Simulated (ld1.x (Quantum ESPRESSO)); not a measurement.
## Which change was made? (H, ultrasoft)

ld1.x (Quantum ESPRESSO) 7.5 input, shortened:

```
&input
   title='H', zed=1., rel=1, dft='PZ', iswitch=3,
   config='1s1 2p-2'
 /
 &inputp
   pseudotype=3, tm=.true., lloc=-1, rcloc=1.00,
   nlcc=.false.
 /
3
1S  1  0   1.00   0.00  1.20  1.30  0.0
1S  1  0   0.00   0.20  1.20  1.30  0.0
2P  2  1  -2.00   0.05  1.20  1.35  0.0
 &test
   configts(1)='1s1'
 /
```

Cutoffs, loose and tight: the cutoffs (Ry, on a coarse ladder) from which the occupation-weighted sum of valence levels, in a spherical-Bessel basis at the reference potential, stays within 10 and 1 mRy of its value at 400 Ry. They do not see the model core or the augmentation charge, which bear on the density cutoff. Test errors are all-electron minus pseudo excitation energies from the reference, over the configurations 1s0.5 (two spin-polarised tests are not counted in the largest error); variants that change the core or the reference have their own tests.

The base gives: outcome: generated; cutoff, loose: 12 Ry; cutoff, tight: 21 Ry; bound ghosts: none.

Q: After one change the result is: outcome: generated; cutoff, loose: 10 Ry; cutoff, tight: 18 Ry; bound ghosts: none. Which change was it?
A. all radii scaled by about 1.20 (s 1.56, p 1.62 bohr, rcut 1.44/1.44); local potential all-electron potential smoothed inside 1.20 bohr (lloc = -1)
B. all radii scaled by about 0.88 (s 1.14, p 1.18 bohr, rcut 1.06/1.06); local potential all-electron potential smoothed inside 0.88 bohr (lloc = -1)
C. all radii scaled by about 1.35 (s 1.76, p 1.82 bohr, rcut 1.62/1.62); local potential all-electron potential smoothed inside 1.34 bohr (lloc = -1)

A: A. The others give: all radii scaled by about 1.35 (s 1.76, p 1.82 bohr, rcut 1.62/1.62); local potential all-electron potential smoothed inside 1.34 bohr (lloc = -1) → outcome: generated; cutoff, loose: 8 Ry; cutoff, tight: 12 Ry; bound ghosts: none | all radii scaled by about 0.88 (s 1.14, p 1.18 bohr, rcut 1.06/1.06); local potential all-electron potential smoothed inside 0.88 bohr (lloc = -1) → outcome: generated; cutoff, loose: 18 Ry; cutoff, tight: 30 Ry; bound ghosts: none.
